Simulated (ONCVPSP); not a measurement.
# What one change does to a pseudopotential (F (Z = 9), ONCV)

| Quantity | Value |
| --- | --- |
| Element | F |
| Generator | ONCVPSP 4.0.1 |
| Type | optimised norm-conserving Vanderbilt (ONCV) |
| Functional | LDA (Perdew-Wang 92) |
| Relativity | scalar-relativistic |
| Frozen core | [He] |
| Valence charge | 7 |
| Reference configuration | 2s2 2p5 |
| Partial waves | 2s: rc 0.65 bohr, ncon 3, nbas 6, qcut 11.9 1/bohr, 2 projectors, debl 1.2 Ha; 2p: rc 1.45 bohr, ncon 4, nbas 8, qcut 10.4 1/bohr, 3 projectors, debl 2.7 Ha; d scattering state at 0.11 Ha: rc 1.25 bohr, ncon 3, nbas 6, qcut 8.9 1/bohr, 2 projectors, debl 2.2 Ha |
| Local potential | polynomial inside 0.60 bohr (lpopt 5, dvloc0 0 Ha) |
| Core correction | none |

Change: all radii scaled by about 0.78 (s 0.50, p 1.14, d 0.98 bohr); local potential polynomial inside 0.46 bohr (lpopt 5, dvloc0 0 Ha).

Cutoffs: the cutoffs (Ha) at which the residual kinetic energy of the hardest occupied pseudo-wave falls to 1 and 0.1 mHa per electron; they do not see the model core or the augmentation charge, which bear on the density cutoff. Errors are all-electron minus pseudo energies relative to the spin-unpolarised reference configuration.

Task: Predict the effect on cutoff, ghosts and configuration errors.

Result: The potential gets harder (57 Ha and 71 Ha → 289 Ha and 734 Ha); a bound ghost appears in s, which as a rule spoils a file; of the 4 tests that both files solve, the error grows in 0 and shrinks in 4 by more than 15 % and 0.3 meV (median size 143.3 → 63.7 meV). A smaller radius makes the pseudo-wave follow the all-electron one further in, where it bends more sharply, so more plane waves are needed. Less of the atom is replaced, so other configurations are described better.

| quantity | base | changed |
| --- | --- | --- |
| cutoff, loose | 57 Ha | 289 Ha |
| cutoff, tight | 71 Ha | 734 Ha |
| loose cutoff by channel | s 57 Ha, p 36 Ha | s 289 Ha, p 44 Ha |
| bound ghosts | none | s |
| GHOST(+) flags under 300 eV | none | none |
| error for 2s2 2p4, meV [ΔE 19.56 eV] | +32 | +13 |
| error for 2s2 2p3, meV [ΔE 58.08 eV] | +254 | +115 |
| error for 2s2 2p2, meV [ΔE 118.82 eV] | +961 | +468 |
| error for 2s1 2p5, meV [ΔE 38.21 eV] | -27 | -9.9 |

 A true bound ghost makes a file unfit for plane-wave use even where its test errors are small: the radial tests pick states by their node count and pass the ghost by.
